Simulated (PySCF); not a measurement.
C4H7FO, SMILES C[C@@]1(O)C[C@H]1F. Heavy atoms are numbered as in [CH3:1][C@@:2]1([OH:3])[CH2:4][C@H:5]1[F:6]. Hydrogens are named by the atom that carries them.

The structure is a stationary point at B3LYP-D3(BJ)/def2-SVP. The structure was generated by enumeration; whether it is a known compound was not checked. Other conformers were not sampled.

These are B3LYP/pcSseg-1 (PySCF) values and carry that method's errors.

GIAO shieldings, no solvent; atoms alike by connectivity are averaged. δ = σ(ref) − σ: ¹³C against TMS (σ = 181.3 ppm); ¹⁷O against H2O (σ = 333.8 ppm); ¹⁹F against CFCl3 (σ = 161.7 ppm); ¹H against TMS (σ = 31.68 ppm), references at their B3LYP-D3(BJ)/def2-TZVP geometries, non-relativistic.

Estimate the chemical shifts. (The exact figures need the calculation; the answer reports its results.)


```tsv
nucleus	atoms	count	δ (ppm)
¹³C	C5 (CH)	1	83.5
¹³C	C2	1	59.1
¹³C	C4 (CH2)	1	25.9
¹³C	C1 (CH3)	1	23.6
¹⁷O	O3 (OH)	1	80.1
¹⁹F	F6	1	-243.3
¹H	H on C5	1	4.85
¹H	H on C1	3	1.80
¹H	H on C4	2	0.98
¹H	H on O3	1	0.67
```
